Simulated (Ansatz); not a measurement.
The same group exchange along the group Mg, Zn, Cd.

Isolated molecules relaxed with PBE0-D4/def2-TZVP in Ansatz; ΔE leaves out vibrations. CBS: MP2 limit from def2 TZ/QZ plus the TZ coupled-cluster correction, frozen cores. This one scheme is used for every species. Elements past krypton have def2 core potentials. For Br, Cd, Mg, Zn outer-core shells are correlated without core-valence functions, which leaves a few kJ/mol of doubt a bond. Scalar relativity is left out up to krypton.

| reaction | CCSD/CBS(def2) (kcal/mol) | CCSD(T)/def2-SVP (kcal/mol) | CCSD(T)/CBS(def2) (kcal/mol) |
| --- | --- | --- | --- |
| `[F][Mg][Br]` + CH₄ → `[CH3][Mg][Br]` + H–F | 44.9 | 51.0 | 44.2 |
| `[F][Zn][Br]` + CH₄ → `[CH3][Zn][Br]` + H–F | 18.9 | 20.6 | 18.0 |
| `[F][Cd][Br]` + CH₄ → `[CH3][Cd][Br]` + H–F | 11.2 | 12.8 | 10.2 |

Largest T1 diagnostic: 0.014, for `[F][Cd][Br]`.
